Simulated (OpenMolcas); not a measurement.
**Sc2+: moving or changing the point charges**

Sc2+ among 6 point charges of -1 e arranged as an octahedron (Oh), 2.13 Å from the ion.

| Quantity | Value |
| --- | --- |
| Program | OpenMolcas 26.06 |
| Method | SS-CASPT2, IPEA 0.25 Eh, imaginary shift 0.1 Eh (closed shells correlated: 3s 3p) |
| Basis | ANO-RCC-VDZP [5s4p2d1f] |
| Scalar Hamiltonian | DKH2, point nucleus |
| Active space | 1 electron in 5 orbitals (3d) |
| State averaging | 2S+1 = 2 even, 5 roots |
| Spin-orbit coupling | RASSI with atomic mean-field integrals over the reference wave functions |

Runs around this geometry, states (labels of O, the rotations of Oh). Energies in cm-1 above the lowest state or level, χT in cm3 K/mol; under a threefold ground state the first gap can be a small split of the lowest multiplet, not the spin-orbit step; 10Dq is the gap between the two states.

```json
{"R (Å)": "2.13", "q (e)": "-0.5", "Ground state": "2T2", "First state of that spin": "2E 3700", "10Dq": "3697", "First gap with spin-orbit (degeneracies)": "120 (4, 2)", "χT at 300 K": "0.570"}
{"R (Å)": "2.13", "q (e)": "-1", "Ground state": "2T2", "First state of that spin": "2E 7730", "10Dq": "7733", "First gap with spin-orbit (degeneracies)": "110 (4, 2)", "χT at 300 K": "0.556"}
{"R (Å)": "2.38", "q (e)": "-1", "Ground state": "2T2", "First state of that spin": "2E 4890", "10Dq": "4894", "First gap with spin-orbit (degeneracies)": "110 (4, 2)", "χT at 300 K": "0.562"}
```

Taking |10Dq| as R^-n, n = -ln(4894 / 7733) / ln(2.38 / 2.13) = 4.1 between the shortest and longest distance. The point-charge formula for a cubic d site gives n = 5.

Scaling the charges by -0.5 / -1 = 0.50 scales |10Dq| by 3697 / 7733 = 0.48; with fixed orbitals a first-order splitting would follow the charge.

Roots that are degenerate in the reference are averaged as groups; the widest CASPT2 spread within a group is 13 cm-1 (the 2-fold group of multiplicity 2 near 4890 cm-1 above the lowest state of its run, R = 2.38, q = -1). Shifts and gaps below about the spread of the groups concerned are not significant. An orbital triplet at a regular site is open to Jahn-Teller coupling, which can distort the site and quench the lowest spin-orbit gaps and is left out. Free-ion shares, where given, are those of the reference states; single-state CASPT2 does not remix them. The ground term spreads over less than 5000 cm-1, several times less than with real ligands, so orbital moments are less quenched and χT lies further from the spin-only value than at real sites (holds for R = 2.13, q = -0.5; R = 2.38, q = -1). This is an electrostatic model: the charges have no orbitals. No measured value stands beside these numbers.
